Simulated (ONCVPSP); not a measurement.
**S (Z = 16): one change to an ONCV potential, before and after**

```json
{
  "Element": "sulfur",
  "Generator": "ONCVPSP 4.0.1",
  "Type": "optimised norm-conserving Vanderbilt (ONCV)",
  "Functional": "PBE",
  "Relativity": "scalar-relativistic",
  "Frozen core": "[He]",
  "Valence charge": "14",
  "Reference configuration": "2s2 2p6 3s2 3p4",
  "Partial waves": "2s+3s: rc 0.85 bohr, ncon 4, nbas 7, qcut 11.6 1/bohr, 2 projectors; 2p+3p: rc 0.65 bohr, ncon 4, nbas 7, qcut 19.9 1/bohr, 2 projectors",
  "Local potential": "polynomial inside 0.45 bohr (lpopt 5, dvloc0 4 Ha)",
  "Core correction": "Teter function, fcfact 3, rcfact 1"
}
```

Change: all radii but the core radius scaled by about 1.11 (s 0.94, p 0.72 bohr); local potential polynomial inside 0.50 bohr (lpopt 5, dvloc0 4 Ha).

Cutoffs: the cutoffs (Ha) at which the residual kinetic energy of the hardest occupied pseudo-wave falls to 1 and 0.1 mHa per electron; they do not see the model core or the augmentation charge, which bear on the density cutoff. Errors are all-electron minus pseudo energies relative to the spin-unpolarised reference configuration.

Problem. What does the change do?

Solution. The potential gets softer (171 Ha and 193 Ha → 157 Ha and 175 Ha); the errors of the 4 common tests hardly move; neither file shows a bound ghost. A larger radius leaves more room for a smooth pseudo-wave, so fewer plane waves are needed.

```tsv
quantity	base	changed
cutoff, loose	171 Ha	157 Ha
cutoff, tight	193 Ha	175 Ha
loose cutoff by channel	s 44 Ha, p 171 Ha	s 45 Ha, p 157 Ha
bound ghosts	none	none
GHOST(+) flags under 300 eV	none	none
error for 2s2 2p6 3s2 3p3, meV [ΔE 11.77 eV]	+1.0	+0.9
error for 2s2 2p6 3s2 3p2, meV [ΔE 34.05 eV]	+3.4	+3.4
error for 2s2 2p6 3s2 3p1, meV [ΔE 68.09 eV]	+9.6	+10
error for 2s2 2p6 3s2 3p0, meV [ΔE 114.89 eV]	+23	+25
rms error of d²Exc/dni dnj with the model core, mHa	2.62	2.46
```
